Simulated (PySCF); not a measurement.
An unknown is described by computed data only.

Formula: C6H6NOP.

- 1H NMR: chemical shifts (computed TMS as zero) by class: 9.70 (1 H), 9.32 (1 H), 9.18 (1 H), 2.72 (3 H) ppm [GIAO PBE0/pcSseg-1]
- UV, strongest line: among the 8 lowest singlet transitions: S5 at 4.81 eV (258 nm, f = 0.093) [TDDFT CAM-B3LYP/def2-SVPD]
- 13C NMR: chemical shifts (computed TMS as zero) by class: 201.6 (1 C), 167.5 (1 C), 162.2 (1 C), 158.3 (1 C), 157.6 (1 C), 26.7 (1 C) ppm [GIAO PBE0/pcSseg-1]
- Dipole: 1.76 D [CAM-B3LYP/def2-SVPD]
- Rotational structure: rotational constants A, B, C: 2.733, 1.181, 0.829 GHz [GFN2-xTB]
- NMR, other nuclei: isotropic shieldings of nuclei other than C and H, by class: -90 (1 N), -317 (1 O), 12 (1 P) ppm [GIAO PBE0/pcSseg-1]
- Polarisability: 100.6 au [CAM-B3LYP/def2-SVPD]

Gas-phase values; electronic properties from PySCF, density fitting. Levels stand in brackets. Geometry: GFN2-xTB, one conformer, isolated molecule. Each NMR value is the plain mean over a class of atoms that symmetry, rotation or inversion makes alike.

Question: Propose a structure and show how it fits.

Answer: Numbering: `[CH3:1][C:2](=[O:3])[c:4]1[cH:5][n:6][cH:7][cH:8][p:9]1`. 6 carbons fall into 6 classes; from least to most shielded: ketone carbonyl carbon [C2] (201.6 ppm), substituted aromatic carbon [C4] (167.5 ppm), aromatic CH carbon [C8] (162.2 ppm), aromatic CH next to a ring nitrogen [C5] (158.3 ppm), aromatic CH next to a ring nitrogen [C7] (157.6 ppm), methyl carbon next to a carbonyl [C1] (26.7 ppm). Hydrogen classes from least to most shielded: 1 H on an aromatic CH next to a ring nitrogen, C5 (9.70 ppm), 1 H on an aromatic CH next to a ring nitrogen, C7 (9.32 ppm), 1 H on an aromatic CH carbon, C8 (9.18 ppm), 3 H on a methyl carbon next to a carbonyl, C1 (2.72 ppm). The other shieldings belong to: -90 ppm, pyridine-type nitrogen [N6]; -317 ppm, ketone oxygen [O3]; 12 ppm, phosphorus bonded to 2 C [P9]. By its constants the optimised geometry is an asymmetric top. Structure: `CC(=O)C1=PC=CN=C1`. Computed isomers that give other values at the same levels: `Cc1cpc(C=O)cn1` (13C chemical shifts (computed TMS as zero) by class: 195.8 (1 C), 169.6 (1 C), 162.6 (1 C), 162.5 (1 C), 160.1 (1 C), 31.8 (1 C) ppm); `C=CC1=C[P@]1(=O)CC#N` (13C chemical shifts (computed TMS as zero) by class: 181.9 (1 C), 162.9 (1 C), 146.6 (1 C), 130.9 (1 C), 121.0 (1 C), 25.4 (1 C) ppm); `Cc1cncpc1C=O` (13C chemical shifts (computed TMS as zero) by class: 201.5 (1 C), 189.0 (1 C), 178.0 (1 C), 156.7 (1 C), 144.0 (1 C), 26.5 (1 C) ppm). The assignments are read from this structure; whether some other isomer fits the data as well wasn't checked.

Conformer computed: `[CH3:1][C:2](=[O:3])[c:4]1[cH:5][n:6][cH:7][cH:8][p:9]1`: C1–C2–C4–C5 0°.
